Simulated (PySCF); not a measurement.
Atom-mapped SMILES (the numbers label the heavy atoms): `[cH:1]1[cH:2][cH:3][c:4]2[cH:5][n:6][cH:7][cH:8][c:9]2[cH:10]1`; H(Xn) means a hydrogen on atom n.

GIAO PBE0/pcSseg-1 shifts (PySCF, gas phase, non-relativistic, equivalent atoms averaged), each against references optimised in the same way as the molecule (TMS, NH3).

On the GFN2-xTB geometry: C5 157.8, C7 150.3, C9 140.3, C1 135.2, C3 133.7, C10 133.0, C2 132.3, C4 131.8, C8 125.4, N6 355.7, H(C5) 9.59, H(C7) 9.12, H(C3) 8.27, H(C10) 8.20, H(C1) 8.04, H(C2) 7.95, H(C8) 7.83 ppm.

Q: What changes on the PBE0-D3(BJ)/def2-SVP geometry?

A: 
```json
{"atoms": "C5", "δ (ppm)": "157.8", "change": "+0.0"}
{"atoms": "C7", "δ (ppm)": "150.2", "change": "-0.1"}
{"atoms": "C9", "δ (ppm)": "139.2", "change": "-1.1"}
{"atoms": "C1", "δ (ppm)": "135.2", "change": "+0.0"}
{"atoms": "C3", "δ (ppm)": "133.8", "change": "+0.1"}
{"atoms": "C10", "δ (ppm)": "132.4", "change": "-0.6"}
{"atoms": "C2", "δ (ppm)": "132.1", "change": "-0.2"}
{"atoms": "C4", "δ (ppm)": "131.4", "change": "-0.4"}
{"atoms": "C8", "δ (ppm)": "125.1", "change": "-0.3"}
{"atoms": "N6", "δ (ppm)": "356.9", "change": "+1.2"}
{"atoms": "H(C5)", "δ (ppm)": "9.37", "change": "-0.22"}
{"atoms": "H(C7)", "δ (ppm)": "8.88", "change": "-0.24"}
{"atoms": "H(C3)", "δ (ppm)": "8.05", "change": "-0.22"}
{"atoms": "H(C10)", "δ (ppm)": "7.98", "change": "-0.22"}
{"atoms": "H(C1)", "δ (ppm)": "7.83", "change": "-0.21"}
{"atoms": "H(C2)", "δ (ppm)": "7.75", "change": "-0.20"}
{"atoms": "H(C8)", "δ (ppm)": "7.62", "change": "-0.21"}
```

Bonds between heavy atoms that differ most (equivalent bonds averaged): N6–C7 1.342 → 1.353 Å, C1–C2 1.405 → 1.416 Å, C10–C1 1.367 → 1.376 Å, C2–C3 1.367 → 1.375 Å, C4–C5 1.413 → 1.421 Å. Mean change of bonds to hydrogen: C–H +0.013 Å.
